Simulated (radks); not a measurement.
Question: The mean radii <r> (bohr) of the occupied orbitals of an atom or ion are listed with their occupations. Method: Dirac Kohn-Sham, XLYP, spin-unpolarised, spherical densities, point nucleus; computed with a radial shooting solver on a logarithmic mesh with Libxc functionals.

orbital  occ.      <r>
1s1/2       2  0.02150
2s1/2       2  0.09094
2p1/2       2  0.07588
2p3/2       4  0.08283
3s1/2       2   0.2389
3p1/2       2   0.2286
3p3/2       4   0.2418
3d3/2       4   0.2141
3d5/2       6   0.2182
4s1/2       2   0.5414
4p1/2       2   0.5528
4p3/2       4   0.5830
4d3/2       4   0.6179
4d5/2       6   0.6287
5s1/2       2    1.326
5p1/2       2    1.495
5p3/2       4    1.597
4f5/2       6   0.8891
4f7/2       3   0.9074

Name the element and its charge. Open shells, if any, fill j = l - 1/2 first.

Answer: Z = 65, terbium, charge +2: Tb2+ in [Xe] 4f9. The 1s radius gives Z: for a bare nucleus <r> = (2 gamma + 1)/(2Z) with gamma = sqrt(1 - (Z/c)^2), 0.02124 bohr for Z = 65, and screening makes it slightly larger (0.02150 here). The occupations add up to 63, and the charge is Z minus that.
